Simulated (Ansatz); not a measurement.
Relaxation of a periodic cell of 17 atoms, Be16H (host Be, host structure hcp, interstitial H), to a largest force component of 0.03 eV/Å in at most 60 steps.

These are results of DFT LDA, scalar-relativistic, plane waves, PAW (Ansatz 0.2.0), not measurements. Settings: cutoff 420 eV, k mesh 4x4x3, gaussian smearing 0.1 eV, no spin polarisation.

```xyz
17
Lattice="-2.2900 -3.9664 0.0000 3.4350 -1.9832 0.0000 0.0000 0.0000 7.1769" Properties=species:S:1:pos:R:3
Be 0.000 -3.966 0.000
Be 0.000 -2.644 1.794
Be 0.000 -3.966 3.588
Be 0.000 -2.644 5.383
Be -1.145 -1.983 0.000
Be 2.290 -2.644 1.794
Be -1.145 -1.983 3.588
Be 2.290 -2.644 5.383
Be 1.145 -1.983 0.000
Be 1.145 -0.661 1.794
Be 1.145 -1.983 3.588
Be 1.145 -0.661 5.383
Be 0.000 0.000 0.000
Be 1.145 -4.627 1.794
Be 0.000 0.000 3.588
Be 1.145 -4.627 5.383
H 0.078 -1.318 0.943
```

Where does it end, and by what steps?

The forces met the threshold. Limits of this set-up: coarse k mesh, odd electron count without spin. After 3 steps the energy has fallen by 0.106 eV; H17 moved furthest, 0.08 Å.

```csv
step,energy less start (eV),largest force component (eV/Å),accepted
0,0.0000,0.513,yes
1,-0.0730,0.286,yes
2,-0.1035,0.077,yes
3,-0.1063,0.010,yes
```

```xyz
17
Lattice="-2.2900 -3.9664 0.0000 3.4350 -1.9832 0.0000 0.0000 0.0000 7.1769" Properties=species:S:1:pos:R:3
Be 0.020 -3.976 -0.008
Be -0.003 -2.690 1.824
Be 0.018 -3.974 3.610
Be 0.005 -2.656 5.385
Be -1.178 -2.011 -0.024
Be 2.269 -2.630 1.826
Be -1.151 -1.988 3.591
Be 2.314 -2.655 5.365
Be 1.175 -1.999 -0.026
Be 1.186 -0.632 1.825
Be 1.132 -1.972 3.613
Be 1.159 -0.656 5.385
Be 0.010 0.048 -0.025
Be 1.132 -4.618 1.805
Be 0.005 0.011 3.591
Be 1.136 -4.619 5.365
H 0.007 -1.322 0.902
```

The run took 21 s on 1 thread of Intel(R) Xeon(R) Platinum 8259CL CPU @ 2.50GHz (Skylake/Cascade Lake) (shared host), peak memory 0.42 GiB.
